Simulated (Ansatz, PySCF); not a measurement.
Nb(S)(F)(NH2)2 (FH4N2NbS), SMILES [NH2][Nb]([NH2])([F])=[S], multiplicity 1.

Geometry: r2SCAN-D4/def2-SVP. The multiplicity is an assumed one; no other spin state was optimised. The structure was generated by enumeration; whether it is a known compound was not checked. The def2 effective core potentials stand for the cores of Nb; spin–orbit coupling is left out. One conformer was computed; it need not be the lowest.

Vertical ionisation energy (IE) and electron affinity (EA) in eV. Rows of orbital energies are one-electron estimates. Where ΔSCF, EOM or ADC give a negative EA the extra electron is unbound and the value depends on the basis.

```
level                                                                  IE     EA
-------------------------------------------------------------------  ----  -----
−ε(HOMO), −ε(LUMO), ωB97X/def2-TZVP (PySCF)                          9.85  -0.25
−ε(HOMO), −ε(LUMO), PBE/def2-TZVP (PySCF)                            6.37   2.57
ΔSCF, PBE0/def2-SVPD (Ansatz), final states of multiplicity 2 and 2  9.60   0.23
ΔSCF, PBE/def2-SVPD (Ansatz), final states of multiplicity 2 and 2   9.26  -0.05
```

Q: What vertical singlet–triplet gap does ΔSCF give with PBE0/def2-SVPD (Ansatz, a first-principles code) and with PBE/def2-SVPD (Ansatz)? (An estimate is asked for; the answer gives what the named calculation found.)

A: 3.41 and 3.65 eV (triplet above singlet where positive).
